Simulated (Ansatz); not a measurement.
Start from `COB[SiH3]` and change one element to get `C[Se]B[SiH3]`.

Ansatz, PBE0-D4/def2-TZVP geometries, multiplicity 1. Each molecule was computed in one conformer, which needn't be the lowest.

Scalar relativity is left out up to krypton.

| property | `COB[SiH3]` |
| --- | --- |
| size of the dipole moment (B3LYP/def2-TZVPP) / D | 2.38 |
| HOMO–LUMO gap (ωB97M-V/def2-TZVPP) / eV | 10.87 |
| HOMO–LUMO gap (B3LYP/def2-TZVPP) / eV | 6.38 |
| size of the dipole moment (ωB97M-V/def2-TZVPP) / D | 2.39 |
| HOMO energy (ωB97M-V/def2-TZVPP) / eV | -9.92 |
| LUMO energy (ωB97M-V/def2-TZVPP) / eV | 0.95 |

(1) What does the change do to each property? (An estimate is asked.)

Answers

(1) Ansatz gave: 
| property | `C[Se]B[SiH3]` | shift |
| --- | --- | --- |
| size of the dipole moment (B3LYP/def2-TZVPP) / D | 2.27 | -0.11 |
| HOMO–LUMO gap (ωB97M-V/def2-TZVPP) / eV | 9.90 | -0.97 |
| HOMO–LUMO gap (B3LYP/def2-TZVPP) / eV | 5.50 | -0.88 |
| size of the dipole moment (ωB97M-V/def2-TZVPP) / D | 2.23 | -0.16 |
| HOMO energy (ωB97M-V/def2-TZVPP) / eV | -9.68 | 0.24 |
| LUMO energy (ωB97M-V/def2-TZVPP) / eV | 0.21 | -0.74 |

With PBE0 the HOMO rises by 0.18 eV and the LUMO falls by 0.72 eV, so the gap narrows by about 0.90 eV. PBE moves the HOMO by -0.06 eV and ωB97M-V by 0.24 eV. Dipoles are sizes alone; their direction can turn.

B3LYP here is the variant with VWN-RPA as its local correlation; programs differ in this.

Spin–orbit coupling is left out; it splits and shifts lone-pair levels of the heavy atoms by tenths of an eV.
